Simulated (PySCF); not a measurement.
Isomers of C5H9N3OSi.

All values: PBE0/pcSseg-1 (PySCF) at GFN2-xTB geometries, gas phase, one conformer each.

Problem. Rank by the lowest Hirshfeld charge on any atom, lowest value first.
A. `[CH3:1][c:2]1[n:3][cH:4][n:5][n:6][c:7]1[O:8][CH2:9][SiH3:10]` with N6–C7–O8–C9 2°, C7–O8–C9–Si10 -37°
B. `[CH3:1][SiH2:2][O:3][c:4]1[n:5][n:6][cH:7][n:8][c:9]1[CH3:10]` with C1–Si2–O3–C4 -63°, Si2–O3–C4–N5 2°
C. `[CH3:1][CH2:2][c:3]1[n:4][n:5][c:6]([CH:7]=[O:8])[n:9]1[SiH3:10]` with C1–C2–C3–N4 99°, N5–C6–C7–O8 -179°
D. `[CH3:1][C:2](=[O:3])[c:4]1[n:5][n:6]([CH3:7])[n:8][c:9]1[SiH3:10]` with C1–C2–C4–N5 0°

Solution. B (-0.214 e), D (-0.198 e), C (-0.178 e), A (-0.144 e).

Problem. Rank by LUMO energy, lowest first.
A. `[CH3:1][C:2](=[O:3])[c:4]1[n:5][n:6]([CH3:7])[n:8][c:9]1[SiH3:10]` with C1–C2–C4–N5 0°
B. `[CH3:1][CH2:2][c:3]1[n:4][cH:5][n:6][n:7][c:8]1[O:9][SiH3:10]` with C1–C2–C3–N4 -102°, N7–C8–O9–Si10 -1°
C. `[CH3:1][CH2:2][c:3]1[n:4][n:5][c:6]([CH:7]=[O:8])[n:9]1[SiH3:10]` with C1–C2–C3–N4 99°, N5–C6–C7–O8 -179°
D. `[CH3:1][c:2]1[n:3][cH:4][n:5][n:6][c:7]1[O:8][CH2:9][SiH3:10]` with N6–C7–O8–C9 2°, C7–O8–C9–Si10 -37°

Solution. C (-2.37 eV), D (-2.03 eV), B (-1.86 eV), A (-1.61 eV).

Problem. Rank by HOMO energy, lowest first.
A. `[CH3:1][CH2:2][c:3]1[n:4][cH:5][n:6][n:7][c:8]1[O:9][SiH3:10]` with C1–C2–C3–N4 -102°, N7–C8–O9–Si10 -1°
B. `[CH3:1][C:2](=[O:3])[c:4]1[n:5][n:6]([CH3:7])[n:8][c:9]1[SiH3:10]` with C1–C2–C4–N5 0°
C. `[CH3:1]/[C:2]([C:3]#[N:4])=[N:5]/[SiH2:6][CH2:7][NH:8][CH:9]=[O:10]` with C2–N5–Si6–C7 -124°, N5–Si6–C7–N8 -168°, Si6–C7–N8–C9 -2°, C7–N8–C9–O10 0°

Solution. B (-7.68 eV), C (-7.17 eV), A (-6.94 eV).

All values together:

```tsv
SMILES	μ (D)	HOMO (eV)	LUMO (eV)	lowest IAO charge (e)	highest IAO charge (e)	lowest Hirshfeld charge (e)	highest Hirshfeld charge (e)
CCc1nnc(C=O)n1[SiH3]	2.95	-7.72	-2.37	-0.411 (C)	+0.753 (Si)	-0.178 (O)	+0.352 (Si)
CCc1ncnnc1O[SiH3]	2.44	-6.94	-1.86	-0.566 (O)	+0.848 (Si)	-0.174 (O)	+0.382 (Si)
Cc1ncnnc1CO[SiH3]	2.34	-6.89	-1.91	-0.640 (O)	+0.861 (Si)	-0.216 (O)	+0.378 (Si)
C/C(C#N)=N/[SiH2]CNC=O	5.90	-7.17	-1.59	-0.527 (N)	+0.892 (Si)	-0.219 (N)	+0.326 (Si)
C[SiH2]Oc1nncnc1C	2.25	-6.88	-1.78	-0.737 (C)	+0.989 (Si)	-0.214 (C)	+0.408 (Si)
Cc1ncnnc1OC[SiH3]	2.79	-7.03	-2.03	-0.441 (C)	+0.612 (Si)	-0.144 (N)	+0.265 (Si)
CC(=O)c1nn(C)nc1[SiH3]	3.90	-7.68	-1.61	-0.474 (C)	+0.625 (Si)	-0.198 (O)	+0.293 (Si)
```

Conformers: `[CH3:1][CH2:2][c:3]1[n:4][n:5][c:6]([CH:7]=[O:8])[n:9]1[SiH3:10]` with C1–C2–C3–N4 99°, N5–C6–C7–O8 -179°; `[CH3:1][CH2:2][c:3]1[n:4][cH:5][n:6][n:7][c:8]1[O:9][SiH3:10]` with C1–C2–C3–N4 -102°, N7–C8–O9–Si10 -1°; `[CH3:1][c:2]1[n:3][cH:4][n:5][n:6][c:7]1[CH2:8][O:9][SiH3:10]` with N6–C7–C8–O9 120°, C7–C8–O9–Si10 -61°; `[CH3:1]/[C:2]([C:3]#[N:4])=[N:5]/[SiH2:6][CH2:7][NH:8][CH:9]=[O:10]` with C2–N5–Si6–C7 -124°, N5–Si6–C7–N8 -168°, Si6–C7–N8–C9 -2°, C7–N8–C9–O10 0°; `[CH3:1][SiH2:2][O:3][c:4]1[n:5][n:6][cH:7][n:8][c:9]1[CH3:10]` with C1–Si2–O3–C4 -63°, Si2–O3–C4–N5 2°; `[CH3:1][c:2]1[n:3][cH:4][n:5][n:6][c:7]1[O:8][CH2:9][SiH3:10]` with N6–C7–O8–C9 2°, C7–O8–C9–Si10 -37°; `[CH3:1][C:2](=[O:3])[c:4]1[n:5][n:6]([CH3:7])[n:8][c:9]1[SiH3:10]` with C1–C2–C4–N5 0°.
